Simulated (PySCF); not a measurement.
Simulated outer-valence photoelectron spectrum of `[PH2][GeH2][Cl]`. Level of theory: EOM-IP-CCSD/aug-cc-pVDZ in PySCF, restricted Hartree–Fock reference, 19 core orbitals frozen, non-relativistic, gas phase, PBE0-D3(BJ)/def2-SVP geometry.

Each root has a Gaussian of 0.4 eV full width with its one-hole share as area; cross sections and vibrations are left out, and the highest printed point is 100.

ionisation energy (eV), intensity and a bar:
```
      9.4          1 
      9.6         15 #####
      9.8         57 #################
     10.0         54 ################
     10.2         13 ####
     10.4          1 
     10.6          0 
     10.8          8 ###
     11.0         51 ###############
     11.2        100 ##############################
     11.4         87 ##########################
     11.6         30 #########
     11.8          6 ##
     12.0         29 #########
     12.2         65 ####################
     12.4         38 ###########
     12.6         24 #######
     12.8         70 #####################
     13.0         98 #############################
     13.2         69 #####################
     13.4         18 #####
     13.6          3 #
     13.8         21 ######
     14.0         62 ##################
     14.2         45 #############
     14.4          8 ##
     14.6          0 
     14.8          0 
     15.0          0 
     15.2          0 
     15.4          0 
     15.6          0 
     15.8          0 
     16.0          0 
     16.2          0 
     16.4          0 
     16.6          0 
     16.8          0 
     17.0          0 
     17.2          3 #
     17.4         27 ########
     17.6         59 ##################
     17.8         32 ##########
     18.0          4 #
     18.2          0
```

Q: Where are the maxima, and how many lines lie under the curve?

A: 6 maxima, at 9.9, 11.3, 12.2, 13.0, 14.1 and 17.6 eV, from 8 lines. At this width some lines have no maximum of their own.

Q: List the lines with their holes.

A: 
```tsv
E (eV)	leading hole (HF orbital)	area	Koopmans (eV)
9.89	HOMO	0.95	10.34
11.15	HOMO-1	0.95	12.04
11.38	HOMO-2	0.95	12.10
12.22	HOMO-3	0.95	13.08
12.87	HOMO-4	0.94	13.75
13.13	HOMO-5	0.94	13.99
14.05	HOMO-6	0.94	14.94
17.61	HOMO-7	0.85	19.35
```

The widest gap, 3.56 eV, lies between 14.05 and 17.61 eV. Only orbitals with −ε under 21 eV, eight at most, were ionised, so the high end of the curve may lack lines.

Shape of the structure used: `[PH2:1][GeH2:2][Cl:3]`: H–P1–Ge2–Cl3 -49°, H–P1–Ge2–Cl3 45°.

One conformer stands for the species.
